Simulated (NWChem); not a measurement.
Species: CH6Zr; SMILES [ZrH3][CH3]

```xyz
8

Zr     0.0000     0.0000     0.3543
C      0.0000     0.0000    -1.8151
H      0.7432     0.7219    -2.2043
H     -0.9968     0.2827    -2.2045
H      0.2536    -1.0046    -2.2045
H     -1.6972     0.4817     0.9266
H      0.4315    -1.7107     0.9266
H      1.2657     1.2290     0.9265
```
Atoms are numbered in this order, from 1.

Program: NWChem. Coordinates come from a PBE0/def2-SVP optimisation. def2 effective core potentials on Zr; no spin-orbit coupling. Vertical excitations in the gas phase; the lowest state need not have the same character in each row.

```csv
level,"lowest excitation, singlet (eV)",orbital gap (eV)
"PBE/def2-SVP, full TDDFT",3.87,3.89
"B3LYP/def2-SVP, full TDDFT",4.13,5.71
"CAM-B3LYP/def2-SVP, full TDDFT",[?],[?]
"LDA (Slater exchange, VWN5)/def2-SVP, full TDDFT",3.68,3.62
```

### Question
Fill in the missing entries.

### Answer

- CAM-B3LYP/def2-SVP, full TDDFT, lowest excitation, singlet (eV): 4.28
- CAM-B3LYP/def2-SVP, full TDDFT, orbital gap (eV): 8.69
